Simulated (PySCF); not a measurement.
**Working out the ionisation energy of Au**

Au [Xe] 4f14 5d10 6s1 (2S) → Au⁺ [Xe] 4f14 5d10 (1S). All numbers are calculated (PySCF 2.14, scalar relativity through the core potential, in def2-SVP with the def2 core potential (60 electrons) (6s3p2d1f, 32 functions)). Frozen: 5s2 5p6. Energies in hartree (1 hartree = 27.21139 eV):

```
            part   Au (lower)  Au⁺ (upper)
             UHF  -134.785163  -134.502438
CCSD correlation    -0.239865    -0.201901
             (T)    -0.003837    -0.002994
```

**Question.** What does Hartree-Fock give?

**Answer.** (-134.502438) − (-134.785163) = 0.282725 hartree = 7.693 eV.

**Question.** What do CCSD and CCSD(T) give?

**Answer.** The CCSD correlation energies differ by 0.037964 hartree = 1.033 eV and the triples by 0.000843 hartree = 0.023 eV, so CCSD gives 8.726 eV and CCSD(T) 8.749 eV.

Measured between the centres of the two terms (NIST): 9.226 eV, so CCSD(T) (valence) is off by -0.477 eV.

A double-zeta basis recovers only part of the correlation energy.

What remains against the reference includes basis incompleteness, the frozen core and higher excitations.
